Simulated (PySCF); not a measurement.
C₅H₇FNO (doublet state).
Geometry (GFN2-xTB, Å), atoms numbered from 1 in this order:
```xyz
15
C5H7FNO angstrom
C     -2.319    0.488   -0.146
N     -1.324   -0.559   -0.139
C      0.003   -0.236   -0.008
C      0.581    1.011   -0.241
O      1.942    0.968   -0.118
C      2.291   -0.318    0.287
F      2.856   -0.227    1.569
C      1.039   -1.109    0.291
H     -2.331    1.075    0.780
H     -2.124    1.160   -0.981
H     -3.299    0.036   -0.288
H     -1.590   -1.390    0.369
H      0.162    1.959   -0.505
H      3.117   -0.704   -0.332
H      0.992   -2.144    0.554
```

The hyperfine couplings belong to this conformer and change with its torsions.

Identity: `CNC1=CO[C@@H](F)[CH]1` [radical].

Method used: UKS B3LYP, pcH-1 on C F H N O, non-relativistic, mean-field spin-orbit, GIAO (PySCF). One conformer (not necessarily the lowest) at the GFN2-xTB geometry, without solvent, vibrations or thermal averaging. The geometry wasn't refined by DFT: couplings that depend on bond lengths, twists or pyramidal angles can differ widely from those at the functional's own minimum. No stability test was run, so a lower SCF solution isn't excluded.

Largest spin populations (Mulliken): C4 (+0.62), C8 (+0.50), C3 (-0.17) and O5 (+0.06). The positive populations add up to 1.24 and the negative ones to -0.24, together 2S = 1. The angles at C4 add up to 360.0°, so it is planar; its axial dipolar tensor and the negative coupling of its proton fit spin in a p orbital normal to that plane.

Question: Test a(H) = Q·ρ(C) for the protons on planar carbons with a spin population beyond ±0.08.

Answer: 
```tsv
H	C	ρ(C)	a(H) (G)	a/ρ (G)
H13	C4	+0.619	-16.66	-26.9
H15	C8	+0.502	-11.84	-23.6
```

A least-squares line through the origin gives Q = -25.6 G with Mulliken populations. In every row coupling and population have opposite signs.

Couplings in gauss use g_iso = 2.0027.

The SMILES draws the unpaired electron on C8; the largest computed Mulliken spin population is on C4 (0.62 against 0.50).
